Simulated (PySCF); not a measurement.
Al(Me)(PH2)2 (CH7AlP2), SMILES [PH2][Al]([CH3])[PH2].

Geometry optimised at TPSSh-D3(BJ)/def2-SVP. The structure was generated by enumeration; whether it is a known compound was not checked. Other conformers were not sampled.

Method: PySCF with PBE/def2-TZVP.

The molecule is in vacuum.

Computed frontier levels, gap, dipole moment and polarisability:
```
Item                                                                                                             Result
---------------------------------------------------------------------------------------------  ------------------------
highest occupied level                                                                                         -5.78 eV
lowest empty level                                                                                             -1.96 eV
orbital gap                                                                                                     3.83 eV
dipole moment                                                                                                    1.60 D
quadrupole, principal values (traceless, Buckingham form, about the centre of nuclear charge)     -5.41, 0.15, 5.26 D·Å
mean static polarisability                                                                       100.9 bohr³ (14.95 Å³)
polarisability, principal values                                                               75.4, 103.2, 124.1 bohr³
```
